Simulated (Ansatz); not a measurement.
Reactions of CH9NSi3, SMILES `[SiH3][SiH]1NC[SiH2]1`.

Calculated with Ansatz (gas phase, PBE0-D4/def2-TZVP geometries, no zero-point term in ΔE). CCSD(T)/CBS adds triple-zeta CCSD(T) − MP2 to the extrapolated MP2 energy (def2 sets, frozen cores). This one scheme is used for every species. For Ge outer-core shells are correlated without core-valence functions, which leaves a few kJ/mol of doubt a bond. Scalar relativity is left out up to krypton. One conformer a species, not always the lowest.

(1) Order these by ΔE at CCSD(T)/CBS, lowest first. (Best estimate.)
A. `[SiH3][SiH]1NC[SiH2]1` + `[OH][Ge][OH]` → `[OH][Ge][O][SiH3]` + `C1N[SiH2][SiH2]1`
B. `[SiH3][SiH]1NC[SiH2]1` + `BOCO` → `BOCO[SiH3]` + `C1N[SiH2][SiH2]1`
C. `[SiH3][SiH]1NC[SiH2]1` + `O[Si]F` → `F[Si]O[SiH3]` + `C1N[SiH2][SiH2]1`

Largest T1 diagnostic: 0.015, for `[OH][Ge][OH]`.

Answers

(1) A (-103.9 kJ/mol), C (-94.3 kJ/mol), B (-79.5 kJ/mol).
